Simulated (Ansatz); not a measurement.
I4Si, charge -1, doublet, at a GFN2-xTB geometry (a state made from the parent by changing its charge; the spin is typed, not shown lowest) (core potentials on I) (a gas-phase anion, which may not be bound at this level). Base run: SVWN5/def2-SVP run with Ansatz (a quantum-chemistry and plane-wave program).

Here is a job for Ansatz.
Ansatz 0.2 input:
```yaml
crystal:
  periodic: [false, false, false]
  atoms:
    - {symbol: I, position_ang: [2.69206265, -1.28559810, -0.11749383]}
    - {symbol: Si, position_ang: [0.11947029, -0.02446008, 0.39086660]}
    - {symbol: I, position_ang: [-1.35336117, -1.64299540, -0.89741311]}
    - {symbol: I, position_ang: [-1.71857380, 0.98771374, 2.10451762]}
    - {symbol: I, position_ang: [0.34831413, 1.94734091, -1.19285845]}
basis:
  gaussian:
    orbitals: def2-SVP
hamiltonian:
  xc: {name: SVWN5}
total_charge: -1
magnetization: {spin_polarized: true, initial_magnetization: 1}
```

The base run was repeated with changes; each row names its change, and settings that it needs were set with it.

| change | E (Eh) | <S^2> | core-seconds (rough) |
|---|---|---|---|
| base | -1477.65339 | 0.751 | 20 |
| functional = lc_wpbe | -1480.45655 | 0.772 | 10 |
| functional = hf | -1475.64916 | 0.787 | 20 |
| functional = B97M-V | -1480.28802 | 0.756 | 80 |
| functional = pbe | -1480.23133 | 0.752 | 40 |
| functional = b3lyp; dispersion = d3bj | -1480.84011 | 0.754 | 20 |
| functional = pbe0; dispersion = d4 | -1480.37388 | 0.756 | 20 |
| functional = pbe; dispersion = d3bjatm | -1480.24331 | 0.752 | 40 |
| functional = b3lyp5 | -1480.37903 | 0.754 | 20 |
| functional = pbe0 | -1480.36051 | 0.756 | 20 |

Absolute energies of different levels of theory aren't comparable as measures of quality.

A gas-phase anion may not be bound at this level; its values then depend on the basis.
